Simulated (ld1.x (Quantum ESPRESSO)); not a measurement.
# Cr (Z = 24): one change to a TM potential, before and after

- Element: chromium (Cr)
- Generator: ld1.x (Quantum ESPRESSO) 7.5
- Type: norm-conserving Troullier–Martins (Kleinman–Bylander form)
- Functional: LDA (PZ)
- Relativity: scalar-relativistic
- Frozen core: [Ar]
- Valence charge: 6
- Reference configuration: 3d5 4s0 4p1
- Partial waves: 4s (bound, empty): rc 2.10 bohr; 4p (bound): rc 2.90 bohr; 3d (bound): rc 1.55 bohr
- Local potential: the d channel
- Core correction: a·sin(br)/r model core, default radius (core density twice the valence density)

All-electron outer shells of the reference configuration (LDA (PZ), scalar-relativistic, ld1.x):

```json
{"shell": "3s", "level (eV)": "-74.96", "outermost node (bohr)": "0.36", "outermost maximum (bohr)": "0.78"}
{"shell": "3p", "level (eV)": "-46.76", "outermost node (bohr)": "0.33", "outermost maximum (bohr)": "0.80"}
{"shell": "4s", "level (eV)": "-5.16", "outermost node (bohr)": "1.12", "outermost maximum (bohr)": "2.68"}
{"shell": "3d", "level (eV)": "-4.49", "outermost node (bohr)": "–", "outermost maximum (bohr)": "0.84"}
{"shell": "4p", "level (eV)": "-1.85", "outermost node (bohr)": "1.24", "outermost maximum (bohr)": "3.70"}
```

Change: core correction a·sin(br)/r model core inside 1.90 bohr.

Cutoffs: the cutoffs (Ry, on a coarse ladder) from which the occupation-weighted sum of valence levels, in a spherical-Bessel basis at the reference potential, stays within 10 and 1 mRy of its value at 400 Ry; they do not see the model core or the augmentation charge, which bear on the density cutoff. Errors are all-electron minus pseudo energies relative to the spin-unpolarised reference configuration.

What does the change do?

The potential gets neither clearly harder nor softer (90 Ry and 110 Ry → 90 Ry and 110 Ry); both files keep a bound ghost (p, s); of the 9 tests that both files solve, the error grows in 2 and shrinks in 5 by more than 15 % and 0.3 meV (median size 145.2 → 115.6 meV). The default core radius of the base comes out at 1.19 bohr. A wider model core is smoother and lowers the density cutoff, which this test does not measure.

```csv
quantity,base,changed
"cutoff, loose",90 Ry,90 Ry
"cutoff, tight",110 Ry,110 Ry
bound ghosts,"s, p","s, p"
"error for 3d5 4s1 4p0, meV [ΔE -3.20 eV]",-2.1,-1.3
"error for 3d5 4s0 4p0, meV [ΔE 3.94 eV]",-7.5,-6.7
"error for 3d4 4s0 4p0, meV [ΔE 20.28 eV]",-95,-75
"error for 3d4 4s1 4p1, meV [ΔE 0.41 eV]",-148,-120
"error for 3d4 4s2 4p0, meV [ΔE -3.26 eV]",-145,-116
"error for 3d5 4s0.5 4p0, meV [ΔE -0.39 eV]",-0.8,-0.8
"error for 3d3 4s0 4p0, meV [ΔE 51.31 eV]",-835,-627
"error for 3d5 4s0 4p1 (spin-polarised), meV [ΔE -4.72 eV]",+741,+3942
"error for 3d5 4s1 4p0 (spin-polarised), meV [ΔE -8.12 eV]",+725,+3880
s: phases at 3.17 bohr within 0.05 rad from the reference energy up to (Ry; the scan ends near 5),1.3,1.3
p: phases at 3.17 bohr within 0.05 rad from the reference energy up to (Ry; the scan ends near 5),2.2,2.2
d: phases at 3.17 bohr within 0.05 rad from the reference energy up to (Ry; the scan ends near 5),0.8,0.8
```

Base: These tests converged, but a pseudo level misses the all-electron one widely, so the file describes the atom poorly there or has found another state: 3d4 4s0 4p0: empty 4p by 3.6 eV (a node warning on the way). Changed file: These tests converged, but a pseudo level misses the all-electron one widely, so the file describes the atom poorly there or has found another state: 3d3 4s0 4p0: empty 4s by 6.0 eV (a node warning on the way). A true bound ghost makes a file unfit for plane-wave use even where its test errors are small: the radial tests pick states by their node count and pass the ghost by.
